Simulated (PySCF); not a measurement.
Compound: C₂H₉BN₂OSi.
SMILES: `B1(NCCN1)O[SiH3]`

Computed with PySCF, TDDFT PBE0/def2-SVPD, vertical, gas phase, core orbitals frozen in the response. The structure is a single PBE0-D3(BJ)/def2-SVP conformer in the gas phase; no vibrational or solvent corrections.

| state | E (eV) | λ (nm) | f | \|μ\| (D) | main configurations (H = HOMO, L = LUMO) |
| --- | --- | --- | --- | --- | --- |
| S1 | 5.32 | 232.9 | 0.0002 | 0.10 | H→L (95%) |
| S2 | 5.98 | 207.2 | 0.0008 | 0.19 | H→L+1 (78%), H→L+2 (16%) |
| S3 | 6.31 | 196.6 | 0.0008 | 0.18 | H→L+2 (56%), H→L+3 (20%), H→L+1 (9%) |
| S4 | 6.55 | 189.3 | 0.0010 | 0.20 | H→L+3 (32%), H-1→L (26%), H→L+2 (24%) |
| S5 | 6.69 | 185.4 | 0.011 | 0.66 | H-1→L (61%), H→L+3 (33%) |
| S6 | 6.86 | 180.8 | 0.013 | 0.70 | H→L+4 (56%), H→L+5 (28%) |
| S7 | 6.94 | 178.6 | 0.0099 | 0.61 | H→L+5 (53%), H→L+4 (30%) |
| S8 | 7.12 | 174.2 | 0.0010 | 0.19 | H→L+6 (77%), H→L+7 (12%) |
| S9 | 7.18 | 172.8 | 0.046 | 1.30 | H→L+7 (73%), H→L+6 (12%), H→L+4 (10%) |
| S10 | 7.32 | 169.5 | 0.0037 | 0.36 | H-1→L+1 (81%) |

Triplets, Tamm–Dancoff:

| state | E (eV) | λ (nm) | main configurations (H = HOMO, L = LUMO) |
| --- | --- | --- | --- |
| T1 | 5.21 | 238.2 | H→L (91%) |
| T2 | 5.92 | 209.4 | H→L+1 (69%), H→L+2 (22%) |
| T3 | 6.15 | 201.7 | H→L+2 (33%), H→L+3 (29%), H-1→L (17%) |
| T4 | 6.43 | 192.8 | H→L+7 (43%), H→L+4 (20%), H→L+10 (13%) |

The lowest singlet comes at 233 nm (514 kJ/mol) in the ultraviolet; it is dark (f under 0.0005); its leading configuration is HOMO→LUMO (95%). The most intense listed level is S9 at 7.18 eV (173 nm, f = 0.046), 1.85 eV above S1. Löwdin shares by element: HOMO nitrogen 64%, carbon 13% (atoms not listed hold the other 23%); LUMO boron 29%, silicon 26%, hydrogen 7% or more, oxygen 7% (atoms not listed hold the other 30%). The listed states span 1.99 eV, and the widest gap between neighbours is 0.66 eV (S1 to S2). The oscillator strengths of these states sum to 0.088; summed over the whole spectrum of an exact calculation they would give the number of electrons, 62 (Thomas–Reiche–Kuhn). Of the 10 states listed, 3 reach f = 0.01 and 1 stays under 0.0005. The vertical ionisation energy (ΔSCF) is 8.24 eV, 0.93 eV above S10. The window holds the lowest 10 singlets.

Hardware: Intel Xeon at 2.50 GHz, one thread, no GPU, shared host. Cost: 2.9 min wall (grids of density and orbitals included), 0.90 GiB resident at most.

Without π bonds the low states are Rydberg-like; a valence basis with one diffuse set may place them up to an eV too high.
